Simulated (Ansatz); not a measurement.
`N[AsH][SiH3]` + H₂ → `N[AsH2]` + SiH₄ at 400 K and 1 bar (hydrogenolysis of the As–Si bond).

Isolated molecules relaxed with PBE0-D4/def2-TZVP in Ansatz; ΔE leaves out vibrations. CBS: MP2 limit from def2 TZ/QZ plus the TZ coupled-cluster correction, frozen cores. This one scheme is used for every species. For As outer-core shells are correlated without core-valence functions, which leaves a few kJ/mol of doubt a bond. Scalar relativity is left out up to krypton. Each species was taken in one conformer, which may not be the lowest.

```csv
species,CCSD(T)/CBS energy (Eh),H − E (kJ/mol),S (J/(mol·K))
`N[AsH][SiH3]`,-2582.38925,184.6,356.8
H₂,-1.17544,38.0,139.0
`N[AsH2]`,-2292.09958,128.5,285.0
SiH₄,-291.46306,96.9,218.6
```

H − E and S are ideal-gas, rigid-rotor, harmonic terms from PBE0-D4/def2-TZVP, for one conformer and one mirror image of each species. The MP2-based limit puts H₂ 0.8 mEh under its directly extrapolated value; such offsets cancel only in part. 1 Eh = 2625.50 kJ/mol, R = 8.31446 J/(mol·K).

By hand: ΔE, ΔH, ΔS and ΔG.

ΔE = (-2292.09958) + (-291.46306) − (-2582.38925) − (-1.17544) = 0.00205 Eh = 5.4 kJ/mol. Δ(H − E) = 128.5 + 96.9 − 184.6 − 38.0 = 2.8, so ΔH = 8.2 kJ/mol. ΔS = 285.0 + 218.6 − 356.8 − 139.0 = 7.8 J/(mol·K). ΔG = 8.2 − 400 × (7.8)/1000 = 5.1 kJ/mol.

By hand: the equilibrium constant, and the temperature at which ΔG would vanish if ΔH and ΔS stayed fixed.

log₁₀ K = −ΔG/(RT ln 10) = -0.7. ΔG = 0 at ΔH/ΔS = 1051 K, though so small a ΔH makes that figure unsure.

TΔS isn't small against ΔH here. The sign of ΔG lies within the doubt. A doubt of 5 kJ/mol in ΔE shifts log₁₀ K by 0.7 here. Other conformers and mirror images would add mixing entropy, several J/(mol·K) or more a flexible species. These are equilibria of isolated gas molecules and say nothing of rates. Largest T1 diagnostic: 0.011 (customary marks: 0.02 for closed shells, 0.045 for open ones).
